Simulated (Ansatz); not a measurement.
`O[SiH](O)S` + `[OH][AlH][SiH3]` → `O[SiH]([SiH3])S` + `[OH][AlH][OH]`  (redistribution)

Gas-phase electronic energies from Ansatz, PBE0-D4/def2-TZVP geometries. CBS: MP2 limit from def2 TZ/QZ plus the TZ coupled-cluster correction, frozen cores. This one scheme is used for every species. Functionals use def2-TZVPP. Each species was taken in one conformer, which may not be the lowest.

Problem. Is it downhill or uphill in electronic energy at CCSD(T)/CBS, and by how much? (Estimate.)

Solution. Computed: Downhill: ΔE = -0.22 eV.

Problem. What do these levels give: r2SCAN0-D4, CCSD/def2-SVP, HF/def2-QZVPP, MP2/def2-QZVPP, SCS-MP2/def2-QZVPP, CCSD/CBS(def2)? (Best estimate.)

Solution. Computed: r2SCAN0-D4 -0.19, CCSD/def2-SVP -0.22, HF/def2-QZVPP -0.12, MP2/def2-QZVPP -0.26, SCS-MP2/def2-QZVPP -0.24, CCSD/CBS(def2) -0.21 eV.

Largest T1 diagnostic among the species: 0.014.

The D4 term adds −0.03 eV with B3LYP and −0.02 eV with PBE0; it sums over pairs of atoms, weighted by their polarisabilities, and B3LYP, whose exchange is more repulsive, gets the larger term. Leaving LDA and LC-ωPBE aside and taking each functional with its dispersion term where it has one, the values, not all of them listed here, spread over 0.09 eV, from BLYP-D4 to PBE-QIDH.

B3LYP here is the variant with VWN-RPA as its local correlation; programs differ in this.
